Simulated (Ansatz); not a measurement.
Basis-set extrapolation for AlH₇N₂OSi, SMILES `[NH2][Al]([NH2])[O][SiH3]` (PBE0-D4/def2-TZVP geometry, frozen core, the Gaussian-basis code of Ansatz). Multiplicity 1, RHF reference.

```csv
,def2-TZVPP,def2-QZVPP
HF,-718.992109,-719.019304
MP2 correlation,-0.865137,-0.931066
CCSD(T) correlation,-0.936010,not run
```

Energies in hartree. Use E(X) = E(∞) + A·exp(−7.88·√X) for Hartree–Fock and E(X) = E(∞) + B·X^(−2.97) for correlation, with X = 3 and 4, and add CCSD(T) minus MP2 of the smaller set to the MP2 limit.

**Question.** What is the CCSD(T) energy at the basis-set limit?

**Answer.** HF limit: -719.019304 + (-0.027195) × 0.13774 = -719.02305. MP2 limit: -0.931066 + (-0.065929) × 0.74074 = -0.97990. Higher-order term: -0.936010 − (-0.865137) = -0.07087. Total: -720.07382 hartree, 91.4 kcal/mol below CCSD(T)/def2-TZVPP.
